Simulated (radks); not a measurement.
Results of a calculation; reference values are marked as such.
Q: These are the eigenvalues of the occupied orbitals of an atom or ion with whole-number occupations (hartree). Code: a radial shooting solver on a logarithmic mesh with Libxc functionals. Model: non-relativistic Kohn-Sham, PBE, spin-polarised, spherical densities, point nucleus.

1s up: -1963.639
1s down: -1963.638
2s up: -316.7463
2s down: -316.7448
2p up: -302.3347
2p down: -302.3338
3s up: -70.61110
3s down: -70.57182
3p up: -64.08457
3p down: -64.04893
3d up: -51.92372
3d down: -51.89825
4s up: -13.72133
4s down: -13.65522
4p up: -11.10191
4p down: -11.03606
4d up: -6.39246
4d down: -6.32707
5s up: -1.85532
5s down: -1.82714
5p up: -1.17069
5p down: -1.14679
4f up: -0.52738
4f down: -0.46829
6s up: -0.32101

Which element is it, and in what charge state? The configuration may be excited. Open shells, if any, are filled with parallel spins first.

A: Z = 68, erbium, charge +1: Er+ in [Xe] 4f12 6s1. The list shows which subshells hold electrons but not how many an open one holds; the 1s level, -1963.6 hartree, gives Z - s = 62.7 by -(Z - s)^2/2, which with screening narrows Z to a few neighbours, and the depths of the outer levels then fix element, charge and occupations together.
